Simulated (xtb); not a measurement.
xtb input:

```bash
xtb mol.xyz --gfn 2 --ohess tight --chrg 1 --uhf 0
```
mol.xyz:
```
9

Si     0.15293812    -0.37597026     0.12246127
O     -0.46818080     1.14593462    -0.34927644
O     -0.61482246    -1.66683894    -0.65635259
O      1.87375601    -0.35765657    -0.22580017
H      0.01609124    -0.54429695     1.55408560
H     -0.07352832     1.81933512     0.20821988
H     -1.53940196    -1.57065599    -0.40272322
H      2.25790849     0.31203337     0.33781175
H     -1.47085295     1.17980696    -0.56059908
```

Q: Which total energy does the run end on?

A: -16.17075 Eh (GFN2-xTB).

It need not be the lowest isomer of its formula.
